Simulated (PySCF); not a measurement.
**Computed properties of Te(H)(SMe) (CH4STe), SMILES [TeH]SC**

Te(H)(SMe) (CH4STe), SMILES CS[TeH]. The structure is a stationary point at B3LYP-D3(BJ)/def2-SVP. The def2 effective core potentials stand for the cores of Te; spin–orbit coupling is left out. Other conformers were not sampled. All values are computed for the isolated molecule unless a solvent is named; none is compared with measurement here.

**Structure.** All 15 harmonic modes at B3LYP-D3(BJ)/def2-SVP (PySCF) are real, so it is a minimum. With heavy atoms numbered as in [TeH:1][S:3][CH3:4], the shortest bond between them is S3–C4 at 1.831 Å and the longest Te1–S3 at 2.432 Å.

**Vibrations.** The strongest infrared lines (harmonic, unscaled, degenerate partners summed) lie at 2050 cm⁻¹ (81 km/mol, H 99 %), 3036 cm⁻¹ (18 km/mol, H 98 %), 632 cm⁻¹ (13 km/mol, H 97 %). The softest mode is at 158 cm⁻¹ and the zero-point energy is 28.3 kcal/mol.

**Electronic structure.** ωB97X/def2-TZVPD (PySCF) places the frontier levels at -8.75 and 0.12 eV, a gap of 8.87 eV, and gives a dipole moment of 1.51 D and a mean polarisability of 79.6 bohr³.

**Excitations.** TDA-B3LYP/def2-SVPD (PySCF) has S1 at 3.24 eV (383 nm, f = 0.002, weak); the most intense of the 10 singlets computed lies at 6.32 eV (f = 0.19). T1 (TDA) is at 2.62 eV, 0.62 eV under S1. No vertical singlet excitation falls in the visible range (under 3.1 eV).
